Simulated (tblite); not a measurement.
Run record: tight-binding relaxation, `C(Cl)([SiH2][S])(Cl)Cl` [radical].

Computed with GFN2-xTB geometry optimisation, gas phase (tblite 0.8.0). Start geometry: from a force field or distance geometry. A driver script takes a list of jobs; this job's settings line and coordinates (Å) are shown.

Command:
```bash
OMP_NUM_THREADS=1 python probes_run.py task.json out
```

Input:
```
{"job": {"kind": "relax", "xc": "GFN2-xTB", "basis": "xTB"}, "charge": 0, "multiplicity": 2}
S      1.622600     1.864700    -0.152000
Si     0.954800    -0.139600    -0.012300
C     -0.896700    -0.095100    -0.041600
Cl    -1.399700     0.652900     1.491400
Cl    -1.457800     1.013400    -1.327000
Cl    -1.639400    -1.685200    -0.248200
H      1.530500    -0.938400    -1.081800
H      1.294800    -0.663300     1.346900
```

Output:
```
step      E/eV     max force
  0    -592.11518    2.332
  1    -592.20492    1.116
  2    -592.23939    0.357
  3    -592.25023    0.273
  4    -592.26007    0.248
  5    -592.26729    0.260
  6    -592.27243    0.232
  7    -592.27564    0.145
  8    -592.27777    0.151
  9    -592.28036    0.172
... (27 lines left out)
 37    -592.31112    0.110
 38    -592.31176    0.058
 39    -592.31202    0.032
 40    -592.31210    0.025
 41    -592.31216    0.026
 42    -592.31225    0.033
 43    -592.31236    0.036
 44    -592.31246    0.023
 45    -592.31250    0.013
 46    -592.31252    0.009
```

«max force» is the largest atomic force in eV/Å.

Task: From which step on does the largest force stay under 0.1 eV/Å, and how much energy is left to gain from there?

Result: From step 38 (0.058 eV/Å), 0.8 meV above the end.

Main results: energy lowered by 4.6 kcal/mol over 46 steps; largest atomic force 0.009 eV/Å at the end.

Task: Where do the atoms end?

Result: 0.207 Å rms from the input after alignment:
```
atom  x, y, z in Å
S1     1.7709    1.8514    0.0502
Si2    1.0438   -0.0941    0.0099
C3    -0.9289   -0.0210   -0.0185
Cl4   -1.5488    0.7767    1.4296
Cl5   -1.5104    0.8185   -1.4591
Cl6   -1.5089   -1.6918   -0.0483
H7     1.3679   -0.7991   -1.2196
H8     1.3234   -0.8313    1.2312
```

On an Arm Neoverse V1 with one thread (shared host), this took 0.43 s.
Labels such as C1 count atoms from 1, the log's own numbers from 0.
